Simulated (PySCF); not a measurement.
## Unknown compound

The spectra below were simulated for a compound C$_{5}$H$_{11}$N$_{2}$PSi.

1H NMR (500 MHz, computed): δ 6.72 (m, 2H), 5.89 (m, 2H), 4.77 (m, 3H), 2.41 (m, 3H), 1.11 (br s, 1H).

13C{1H} NMR (computed): δ 146.9 (CH), 135.7 (CH), 26.0 (CH3).

- shieldings: GIAO PBE0/pcSseg-1
- geometry from PBE0-D3(BJ)/def2-SVP
- run in PySCF 2.14.0 with density-fitted response routines
- gas phase, fast rotation and ring inversion assumed for equivalent nuclei, a single conformation, no relativistic terms

Referencing at the same level of theory: 1H (σref 31.27) and 13C (σref 184.41) against TMS.

Task: What is the structure?

Result: 
3 carbon signals for 5 carbons: some carbons are equivalent by symmetry or fast rotation. Carbon types of the structure: 4 × CH, 1 × CH3, leaving 4 H on heteroatoms. δC 146.9, 135.7: alkene CH; as expected for a trigonal carbon in a double bond. δC 26.0: methyl carbon bonded to N; the inductive effect lowers its shielding. δH 6.72, 5.89: hydrogen on an alkene CH; attached to an sp2 carbon and in the plane of the double bond. δH 4.77: hydrogen on a silicon bonded to N. δH 2.41: hydrogen on a methyl carbon bonded to N; its carbon carries N, an electronegative neighbour. δH 1.11: hydrogen on a nitrogen bonded to C, P; labile proton, position sensitive to the medium.

The compound is `C1=CP(NC)(=N[SiH3])C=C1`.

The data come from this structure; uniqueness wasn't tested.

OH/NH shifts are gas-phase values; hydrogen bonding in solution moves them, usually downfield. Splittings by 31P in the carbon and heteronuclear signals aren't shown, as no couplings were computed. Shifts are as computed. Against solution values, carbons near 30 ppm lie about +2 ppm off and those near 130 ppm about +5 ppm (rms about the fit 1.9 ppm; single classes can miss by 10 ppm). Of 1328 compounds with measured shifts, 309 miss one by over three times the rms of a fit or turn the order of signals round; such compounds aren't used in these exercises. Signals without a measured value on file couldn't be tested in this way; 1H shifts scatter by 0.2 ppm about their fit, and single ones miss by 0.5 ppm. Multiplicities follow the n + 1 count of equivalent neighbours, as no J values were calculated; m marks all less simple cases, F and P coupling included.
